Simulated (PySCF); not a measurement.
# H2OsO: breathing scan

All numbers come from PySCF, UPBE0, basis Os def2-TZVP with ECP60, O def2-TZVP, H def2-TZVP (scalar-relativistic core potentials, no spin–orbit coupling, density fitting).

Rigid scan from the triplet minimum (Os–H 1.597 Å (×2), Os–O 1.680 Å; H–Os–H 89.2°, H–Os–O 108.1° (×2)). Coordinate: all bonds to the central atom scaled together. Energies in kJ/mol from the minimum.

```tsv
scale of all bonds to the centre	E (kJ/mol)	dipole size (D)	⟨S²⟩
0.88	264.4	1.27	2.01
0.92	104.2	1.80	2.01
0.96	23.2	2.27	2.01
1.00	0.0	2.68	2.01
1.04	18.5	3.04	2.02
1.08	66.5	3.34	2.02
1.14	173.9	3.70	2.04
1.22	351.1	4.04	2.08
1.35	615.0	3.61	3.15
```

Spin contamination is strong at 1.35, so these points are less reliable.

Other spin states or occupations of the open shell can lie lower. With an element this heavy the missing spin–orbit coupling can shift these numbers.

Other isomers or separated fragments may lie lower.
